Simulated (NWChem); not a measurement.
# C$_{2}$H$_{5}$ClSi; SMILES C=C([SiH3])Cl

```xyz
9

C      1.8137     0.2252     0.0000
C      0.4754     0.0798     0.0000
Si    -0.4673    -1.5576     0.0000
Cl    -0.5764     1.4934     0.0000
H      2.4584    -0.6679     0.0000
H      2.2975     1.2152     0.0000
H     -1.3375    -1.6369    -1.2219
H      0.5262    -2.6863     0.0000
H     -1.3375    -1.6369     1.2219
```
Atoms are numbered in this order, from 1.

All runs: NWChem. Pople sets run with spherical d functions. All runs use the structure optimised with PBE-D3(BJ)/def2-SVP.

Problem. Predict the results for PW6B95/6-31G*. Quantities: highest occupied level (eV); orbital gap (eV); dipole (D).

Solution. 
```
Property                     Value
---------------------------  -----
highest occupied level (eV)  -7.56
orbital gap (eV)              7.16
dipole (D)                    1.59
```
